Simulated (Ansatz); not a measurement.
System: HgBr2, charge 0, multiplicity 3. The spin state was set by rule; other spins were not relaxed. SMILES of the parent species: [Hg]([Br])[Br]
Coordinates optimised at B3LYP-D3(BJ)/def2-TZVP (Ansatz, an electronic-structure program):
```xyz
3

Hg     0.7938    -0.4142    -0.6416
Br    -1.0631     1.6467    -0.2171
Br    -0.7514    -0.7000     1.6836
```
Charge 0, spin multiplicity 3.

Wanted: atomisation energy (electronic, to ground-state atoms), in kcal/mol. Valence correlation only, unless marked. Open shells are spin-unrestricted. No spin-orbit coupling. Frozen are the shells of the preceding noble gas and the d and f shells that filled before the atom's block. Past Kr the def2 sets carry scalar-relativistic core potentials. The coupled-cluster limit lacks core correlation, which all-electron functionals hold. Basis-set limits of correlation are two-point, X^-3; Hartree-Fock from the larger set. [CCSD(T)-MP2]/basis is that difference in the basis named.

```json
[
 {"level": "PBE-D3(BJ)/def2-TZVPD", "program": "Ansatz + dftd3", "atomisation energy (kcal/mol)": "41.4"},
 {"level": "revPBE/def2-TZVPD", "program": "Ansatz", "atomisation energy (kcal/mol)": "31.1"},
 {"level": "PBE0-D4/def2-TZVPD", "program": "Ansatz + dftd4", "atomisation energy (kcal/mol)": "35.7"},
 {"level": "PBE0/def2-TZVPD", "program": "Ansatz", "atomisation energy (kcal/mol)": "33.4"},
 {"level": "HSE06-D4/def2-TZVPD", "program": "Ansatz + dftd4", "atomisation energy (kcal/mol)": "36.0"},
 {"level": "HSE06/def2-TZVPD", "program": "Ansatz", "atomisation energy (kcal/mol)": "33.8"},
 {"level": "LC-wPBE-D4/def2-TZVPD", "program": "Ansatz + dftd4", "atomisation energy (kcal/mol)": "…"},
 {"level": "wB97X-V/def2-TZVPD", "program": "Ansatz", "atomisation energy (kcal/mol)": "…"},
 {"level": "RPA@PBE/def2-TZVPP", "program": "Ansatz", "atomisation energy (kcal/mol)": "11.5"},
 {"level": "RI-MP2/CBS(def2-TZVPP,def2-QZVPP)+[CCSD(T)-MP2]/def2-TZVPP", "program": "Ansatz", "atomisation energy (kcal/mol)": "27.7"}
]
```

Task: What belongs in the gaps?

Result: 
- LC-wPBE-D4/def2-TZVPD, atomisation energy (kcal/mol): 30.0
- wB97X-V/def2-TZVPD, atomisation energy (kcal/mol): 30.2
